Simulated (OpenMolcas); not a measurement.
## Ir I: effect of the basis set

| Property | Result |
| --- | --- |
| Program | OpenMolcas |
| Method | SS-CASPT2, IPEA 0.25 Eh, imaginary shift 0.1 Eh (closed shells correlated: 5s 5p 6s) |
| Active space | 7 electrons in 5 orbitals (5d) |
| State averaging | 2S+1 = 4 even, 10 roots; 2S+1 = 2 even, 40 roots |
| Spin-orbit coupling | state interaction with AMFI integrals over the reference wave functions, term energies averaged over their components |

A. ANO-R1 [7s5p4d2f], X2C, finite nucleus; CASPT2 step about 6 core-seconds
B. ANO-RCC-VDZP [7s6p4d2f], DKH2, point nucleus; CASPT2 step roughly 5 core-seconds
C. ANO-R2 [8s6p5d3f1g], X2C, finite nucleus; CASPT2 step about 20 core-seconds
D. ANO-RCC-VTZP [8s7p5d3f1g], DKH2, point nucleus; CASPT2 step about 25 core-seconds
E. ANO-RCC-VQZP [9s8p6d4f2g1h], DKH2, point nucleus; CASPT2 step about 70 core-seconds
F. ANO-R3 [9s7p6d4f2g2h], X2C, finite nucleus; CASPT2 step about 60 core-seconds

Energies in eV above 5d7 6s2 4F 9/2, the measured ground level; measured values from NIST Handbook of Basic Atomic Spectroscopic Data.

```csv
Level,A,B,C,D,E,F,Measured
5d7 6s2 4F 9/2,0.0000,0.0000,0.0000,0.0000,0.0000,0.0000,0.0000
5d7 6s2 4F 7/2,0.908,0.914,0.907,0.905,0.912,0.914,0.8811
5d7 6s2 4F 5/2 [60 %],1.101,1.101,1.059,1.057,1.059,1.055,1.2247
5d7 6s2 4P 5/2,1.839,1.844,1.696,1.696,1.706,1.700,1.6058
5d7 6s2 2G 9/2 [59 %],1.908,1.909,1.831,1.847,1.816,1.798,1.7283
5d7 6s2 4P 1/2 [66 %],2.198,2.215,2.058,2.038,2.060,2.049,
5d7 6s2 2H 11/2,2.567,2.557,2.440,2.471,2.407,2.396,
5d7 6s2 2G 7/2,2.596,2.603,2.496,2.508,2.482,2.460,2.2044
5d7 6s2 2D 5/2(1) [70 %],2.943,2.939,2.860,2.859,2.860,2.843,
5d7 6s2 2P 1/2 [66 %],3.431,3.465,3.320,3.273,3.312,3.297,
5d7 6s2 2H 9/2 [71 %],3.526,3.525,3.409,3.433,3.385,3.368,
5d7 6s2 2F 5/2,3.627,3.623,3.336,3.350,3.300,3.303,3.2737
5d7 6s2 2F 7/2,4.220,4.221,3.946,3.959,3.914,3.914,
5d7 6s2 2D 3/2(2),5.728,5.725,5.433,5.428,5.408,5.388,
5d7 6s2 2D 5/2(2),6.119,6.117,5.790,5.788,5.761,5.742,
```

Deviations, from unrounded energies. A percentage is the sum of absolute deviations over the sum of measured energies, with the sign that they share, or ± where signs differ.

```json
{"Against measurement": "mean absolute deviation (cm-1)", "Levels": "6", "A": "1800", "B": "1800", "C": "1000", "D": "1000", "E": "930", "F": "880"}
{"Against measurement": "fine structure of the ground term (%)", "Levels": "2", "A": "±7.2", "B": "±7.4", "C": "±9.1", "D": "±9.1", "E": "±9.3", "F": "±9.6"}
{"Against measurement": "other terms of the ground configuration (%)", "Levels": "4", "A": "+13.1", "B": "+13.2", "C": "+6.2", "D": "+6.7", "E": "+5.6", "F": "+5.1"}
```

F lies closest to measurement on these levels and B furthest from it. The largest miss of F in the table is 5d7 6s2 2G 7/2, by +2100 cm-1. The ranking rests on the paired levels alone, and a cruder setting can come out closer through cancelling errors.

The two smallest mean deviations differ by little beside CASPT2's spread within terms, so their order carries little weight.

Among A to F the level of the table that moves most is 5d7 6s2 2D 5/2(2), by 3000 cm-1 (lowest in F, highest in A). Moves below CASPT2's spread within the term are not significant.

Term energies are means over components that CASPT2 splits; among the terms shown or strongly mixed into the levels shown the widest spread is 2000 cm-1 (5d7 6s2 2H, D). Some levels mix across a computed gap that differs much from the measured one, so their mixing is not that of the real levels. With the s shell closed, the reference lacks s² → p², s² → d² and s → d mixing, so excited terms can stand far too high and out of order, with CASPT2 too. The CASPT2 spread within a term exceeds the gap to the next term for 5d7 6s2 2P and 5d7 6s2 2H, 5d7 6s2 2H and 5d7 6s2 2D(1), so the order of their levels is uncertain. Some terms miss by over 15 % even with CASPT2, which points to a basis or an active space too small for the shells correlated (holds for A; B). Measured partners are found by configuration, term and J. A level has none where our copy of the source lacks it or the pairing is in doubt (some pairs that miss far off the trend of their configuration count as doubtful), and it then counts in no deviation. Levels of configurations outside the active space are missing. The table leaves out levels that lie high or whose names do not pair safely across all columns.

A share in square brackets marks a mixed level and gives the weight of the term that names it, the lowest over the columns. A number in round brackets counts repeated terms of one configuration in the order of the reference energies.
